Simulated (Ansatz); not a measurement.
Ansatz (a quantum-chemistry and plane-wave program) input for Ge(F)3(SiH3) (F3GeH3Si), SMILES [F][Ge]([F])([F])[SiH3], B3LYP-D3(BJ)/def2-SVP. 

Ansatz 0.2 input:
```yaml
crystal:
  periodic: [false, false, false]
  atoms:
    - {symbol: F, position_ang: [1.21737256, -0.39316899, 1.40810371]}
    - {symbol: Ge, position_ang: [0.24970854, -0.01113800, -0.02048420]}
    - {symbol: F, position_ang: [1.11033463, 1.43832161, -0.54886543]}
    - {symbol: F, position_ang: [0.96134987, -1.17263216, -1.14447184]}
    - {symbol: Si, position_ang: [-2.14201925, 0.08559895, 0.18374917]}
    - {symbol: H, position_ang: [-2.42426271, 1.30445846, 0.93589985]}
    - {symbol: H, position_ang: [-2.52734818, -1.12808523, 0.89757030]}
    - {symbol: H, position_ang: [-2.65230614, 0.12897309, -1.18336238]}
basis:
  gaussian:
    orbitals: def2-SVP
hamiltonian:
  xc: b3lyp
  dispersion: d3bj
relax: {f_tol: 0.002, max_steps: 200}
```

Output:

```
WARN ansatz: RAYON_NUM_THREADS=1 ignored (pool sized by the plan → 1); use --threads N
Functional definition: B3LYP
integrals: 0.06 GiB planned
1080 factors; integrals over basis functions are off by at most 5.6e-4 eV
mean field: 0.54 GiB planned
mean field evaluation 1: about -72578.3758 eV, gradient 5.9e1 eV
mean field evaluation 2: about -72563.0515 eV, gradient 1.2e2 eV
mean field evaluation 4: about -72583.8464 eV, gradient 1.7e0 eV
mean field evaluation 8: about -72583.8632 eV, gradient 1.0e-1 eV
mean field -72583.86320166 eV, -2667.4077735514 hartree, gradient 3.9e-5 eV, S^2 0.000000; 0 other end points of the search recorded, 0 dependent functions left out
the calculation of the forces begins
reference -72583.86343610 eV, -2667.4077821669 hartree; 38, 38 occupied and 69, 69 virtual orbitals, 1080 factors
relax step   1: F+E_penalty+E_count = -72584.13284434 eV  Δ(F+E_penalty+E_count) = +0.000e0 eV  max|allowed force component| = 2.468e0 eV/Å  Δτ_max = 0.0000 Å  (25 SCF iters, accepted)
these checks for a lower state are left out or cut short: starts, cluster_reference, orbital_swaps, neighbouring_geometries, increment
integrals: 0.06 GiB planned
1080 factors; integrals over basis functions are off by at most 5.9e-4 eV
mean field: 0.54 GiB planned
mean field evaluation 16: about -72583.8169 eV, gradient 1.0e1 eV
mean field -72584.01532428 eV, -2667.4133639546 hartree, gradient 9.7e-6 eV, S^2 0.000000; 0 other end points of the search recorded, 0 dependent functions left out
the calculation of the forces begins
reference -72584.01555940 eV, -2667.4133725951 hartree; 38, 38 occupied and 69, 69 virtual orbitals, 1080 factors
relax step   2: F+E_penalty+E_count = -72584.28792256 eV  Δ(F+E_penalty+E_count) = -1.551e-1 eV  max|allowed force component| = 6.445e-1 eV/Å  Δτ_max = 0.1166 Å  (27 SCF iters, accepted)
these checks for a lower state are left out or cut short: starts, cluster_reference, orbital_swaps, neighbouring_geometries, increment
integrals: 0.06 GiB planned
1080 factors; integrals over basis functions are off by at most 6.0e-4 eV
mean field: 0.54 GiB planned
mean field -72584.03890788 eV, -2667.4142306360 hartree, gradient 1.0e-5 eV, S^2 0.000000; 0 other end points of the search recorded, 0 dependent functions left out
the calculation of the forces begins
reference -72584.03914374 eV, -2667.4142393036 hartree; 38, 38 occupied and 69, 69 virtual orbitals, 1080 factors
relax step   3: F+E_penalty+E_count = -72584.31175722 eV  Δ(F+E_penalty+E_count) = -2.383e-2 eV  max|allowed force component| = 2.703e-1 eV/Å  Δτ_max = 0.0186 Å  (28 SCF iters, accepted)
these checks for a lower state are left out or cut short: starts, cluster_reference, orbital_swaps, neighbouring_geometries, increment
integrals: 0.06 GiB planned
1080 factors; integrals over basis functions are off by at most 6.1e-4 eV
mean field: 0.54 GiB planned
mean field evaluation 32: about -72584.0426 eV, gradient 9.2e-2 eV
mean field -72584.04257550 eV, -2667.4143654184 hartree, gradient 9.2e-6 eV, S^2 0.000000; 0 other end points of the search recorded, 0 dependent functions left out
the calculation of the forces begins
reference -72584.04281167 eV, -2667.4143740977 hartree; 38, 38 occupied and 69, 69 virtual orbitals, 1080 factors
relax step   4: F+E_penalty+E_count = -72584.31588452 eV  Δ(F+E_penalty+E_count) = -4.127e-3 eV  max|allowed force component| = 4.043e-2 eV/Å  Δτ_max = 0.0249 Å  (29 SCF iters, accepted)
these checks for a lower state are left out or cut short: starts, cluster_reference, orbital_swaps, neighbouring_geometries, increment
integrals: 0.06 GiB planned
1080 factors; integrals over basis functions are off by at most 6.0e-4 eV
mean field: 0.54 GiB planned
mean field -72584.04326050 eV, -2667.4143905916 hartree, gradient 9.4e-6 eV, S^2 0.000000; 0 other end points of the search recorded, 0 dependent functions left out
the calculation of the forces begins
reference -72584.04349661 eV, -2667.4143992687 hartree; 38, 38 occupied and 69, 69 virtual orbitals, 1080 factors
relax step   5: F+E_penalty+E_count = -72584.31647855 eV  Δ(F+E_penalty+E_count) = -5.940e-4 eV  max|allowed force component| = 3.301e-2 eV/Å  Δτ_max = 0.0187 Å  (29 SCF iters, accepted)
these checks for a lower state are left out or cut short: starts, cluster_reference, orbital_swaps, neighbouring_geometries, increment
integrals: 0.06 GiB planned
1080 factors; integrals over basis functions are off by at most 6.0e-4 eV
mean field: 0.54 GiB planned
mean field -72584.04414179 eV, -2667.4144229786 hartree, gradient 9.4e-6 eV, S^2 0.000000; 0 other end points of the search recorded, 0 dependent functions left out
the calculation of the forces begins
reference -72584.04437756 eV, -2667.4144316430 hartree; 38, 38 occupied and 69, 69 virtual orbitals, 1080 factors
relax step   6: F+E_penalty+E_count = -72584.31739794 eV  Δ(F+E_penalty+E_count) = -9.194e-4 eV  max|allowed force component| = 1.340e-2 eV/Å  Δτ_max = 0.0345 Å  (28 SCF iters, accepted)
these checks for a lower state are left out or cut short: starts, cluster_reference, orbital_swaps, neighbouring_geometries, increment
integrals: 0.06 GiB planned
1080 factors; integrals over basis functions are off by at most 5.9e-4 eV
mean field: 0.54 GiB planned
mean field -72584.04471443 eV, -2667.4144440226 hartree, gradient 8.7e-5 eV, S^2 0.000000; 0 other end points of the search recorded, 0 dependent functions left out
the calculation of the forces begins
reference -72584.04494983 eV, -2667.4144526734 hartree; 38, 38 occupied and 69, 69 virtual orbitals, 1080 factors
relax step   7: F+E_penalty+E_count = -72584.31794938 eV  Δ(F+E_penalty+E_count) = -5.514e-4 eV  max|allowed force component| = 7.686e-2 eV/Å  Δτ_max = 0.0663 Å  (24 SCF iters, accepted)
these checks for a lower state are left out or cut short: starts, cluster_reference, orbital_swaps, neighbouring_geometries, increment
integrals: 0.06 GiB planned
1080 factors; integrals over basis functions are off by at most 5.9e-4 eV
mean field: 0.54 GiB planned
mean field -72584.04499851 eV, -2667.4144544626 hartree, gradient 1.3e-5 eV, S^2 0.000000; 0 other end points of the search recorded, 0 dependent functions left out
the calculation of the forces begins
reference -72584.04523399 eV, -2667.4144631160 hartree; 38, 38 occupied and 69, 69 virtual orbitals, 1080 factors
relax step   8: F+E_penalty+E_count = -72584.31818108 eV  Δ(F+E_penalty+E_count) = -2.317e-4 eV  max|allowed force component| = 3.599e-2 eV/Å  Δτ_max = 0.0047 Å  (23 SCF iters, accepted)
these checks for a lower state are left out or cut short: starts, cluster_reference, orbital_swaps, neighbouring_geometries, increment
integrals: 0.06 GiB planned
1080 factors; integrals over basis functions are off by at most 5.8e-4 eV
mean field: 0.54 GiB planned
mean field evaluation 64: about -72584.0451 eV, gradient 9.2e-2 eV
mean field -72584.04508287 eV, -2667.4144575628 hartree, gradient 1.0e-5 eV, S^2 0.000000; 0 other end points of the search recorded, 0 dependent functions left out
the calculation of the forces begins
reference -72584.04531835 eV, -2667.4144662165 hartree; 38, 38 occupied and 69, 69 virtual orbitals, 1080 factors
relax step   9: F+E_penalty+E_count = -72584.31829128 eV  Δ(F+E_penalty+E_count) = -1.102e-4 eV  max|allowed force component| = 3.576e-3 eV/Å  Δτ_max = 0.0088 Å  (29 SCF iters, accepted)
these checks for a lower state are left out or cut short: starts, cluster_reference, orbital_swaps, neighbouring_geometries, increment
integrals: 0.06 GiB planned
1080 factors; integrals over basis functions are off by at most 5.8e-4 eV
mean field: 0.54 GiB planned
mean field -72584.04515700 eV, -2667.4144602867 hartree, gradient 1.0e-5 eV, S^2 0.000000; 0 other end points of the search recorded, 0 dependent functions left out
the calculation of the forces begins
reference -72584.04539249 eV, -2667.4144689410 hartree; 38, 38 occupied and 69, 69 virtual orbitals, 1080 factors
relax step  10: F+E_penalty+E_count = -72584.31833731 eV  Δ(F+E_penalty+E_count) = -4.603e-5 eV  max|allowed force component| = 5.774e-3 eV/Å  Δτ_max = 0.0153 Å  (27 SCF iters, accepted)
these checks for a lower state are left out or cut short: starts, cluster_reference, orbital_swaps, neighbouring_geometries, increment
integrals: 0.06 GiB planned
1080 factors; integrals over basis functions are off by at most 5.8e-4 eV
mean field: 0.54 GiB planned
mean field -72584.04514653 eV, -2667.4144599020 hartree, gradient 1.0e-5 eV, S^2 0.000000; 0 other end points of the search recorded, 0 dependent functions left out
the calculation of the forces begins
reference -72584.04538201 eV, -2667.4144685559 hartree; 38, 38 occupied and 69, 69 virtual orbitals, 1080 factors
relax step  11: F+E_penalty+E_count = -72584.31834687 eV  Δ(F+E_penalty+E_count) = -9.557e-6 eV  max|allowed force component| = 3.552e-3 eV/Å  Δτ_max = 0.0095 Å  (28 SCF iters, accepted)
these checks for a lower state are left out or cut short: starts, cluster_reference, orbital_swaps, neighbouring_geometries, increment
integrals: 0.06 GiB planned
1080 factors; integrals over basis functions are off by at most 5.7e-4 eV
mean field: 0.54 GiB planned
mean field -72584.04515060 eV, -2667.4144600515 hartree, gradient 2.4e-5 eV, S^2 0.000000; 0 other end points of the search recorded, 0 dependent functions left out
the calculation of the forces begins
reference -72584.04538608 eV, -2667.4144687055 hartree; 38, 38 occupied and 69, 69 virtual orbitals, 1080 factors
relax step  12: F+E_penalty+E_count = -72584.31834772 eV  Δ(F+E_penalty+E_count) = -8.562e-7 eV  max|allowed force component| = 1.556e-3 eV/Å  Δτ_max = 0.0004 Å  (17 SCF iters, accepted)
integrals: 0.06 GiB planned
1080 factors; integrals over basis functions are off by at most 5.7e-4 eV
mean field: 0.54 GiB planned
mean field evaluation 96: about -72584.0452 eV, gradient 1.2e-2 eV
mean field -72584.04515060 eV, -2667.4144600515 hartree, gradient 2.4e-5 eV, S^2 0.000000; 1 other end points of the search recorded, 0 dependent functions left out
the calculation of the forces begins
reference -72584.04538608 eV, -2667.4144687055 hartree; 38, 38 occupied and 69, 69 virtual orbitals, 1080 factors
Total energy: -72584.31858321 eV, -2667.4245085148 hartree
Atom 0 at     1.137242    -0.252157     1.477719 Å, force     0.000330    -0.000109     0.000291 eV/Å
Atom 1 at     0.315730    -0.011622    -0.027971 Å, force    -0.001556     0.000529     0.000180 eV/Å
Atom 2 at     1.016664     1.426630    -0.691313 Å, force     0.000024     0.000031     0.000064 eV/Å
Atom 3 at     0.878286    -1.291737    -1.050057 Å, force     0.000294    -0.000531    -0.000313 eV/Å
Atom 4 at    -2.061260     0.082340     0.176755 Å, force    -0.000087     0.000083    -0.000003 eV/Å
Atom 5 at    -2.379402     1.220697     1.076122 Å, force     0.000324    -0.000104    -0.000183 eV/Å
Atom 6 at    -2.503467    -1.212699     0.754039 Å, force     0.000493     0.000095    -0.000094 eV/Å
Atom 7 at    -2.610964     0.290877    -1.187154 Å, force     0.000178     0.000006     0.000059 eV/Å
Dipole moment:    -0.830494     0.032807     0.071583 e Å
```

Self-consistency was reached.

Cost: about 90 core-seconds (a rough figure).
